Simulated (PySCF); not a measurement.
# MH for M along group 15

PBE0 with double-zeta basis sets in PySCF, for the lowest determinant that a PBE0 search found; no spin–orbit coupling. De refers to high-spin ground-configuration atoms. A positive dipole means M(−)H(+).

```tsv
M	basis	state (unpaired electrons)	Re (Å)	ωe (cm⁻¹)	De (eV)	μ (D)
N	cc-pVDZ	triplet (π ↑↑)	1.051	3251	3.52	1.53
P	def2-SVP	triplet (π ↑↑)	1.437	2373	3.15	0.65
As	aug-cc-pVDZ-PP/aug-cc-pVDZ	triplet (π ↑↑)	1.539	2156	2.83	0.11
Sb	def2-SVP	triplet (π ↑↑)	1.725	1931	2.53	-0.12
Bi	cc-pVDZ-PP/cc-pVDZ	triplet (π ↑↑)	1.804	1807	2.33	-0.63
```

The shortest bond is that of NH (1.051 Å), the longest that of BiH (1.804 Å).

The rows differ in basis set, which adds steps of its own.

Relativity is treated differently too: N no relativity; P no relativity; As scalar-relativistic core potentials; Sb scalar-relativistic core potentials; Bi scalar-relativistic core potentials.

Down a group bonds as a rule get longer and wavenumbers fall, partly through the reduced mass; this series shows no clear exception.

These are scalar-relativistic numbers at best; spin–orbit coupling would shift them, the dissociation energy most. States were picked by a PBE0 search and need not be the measured ground states.
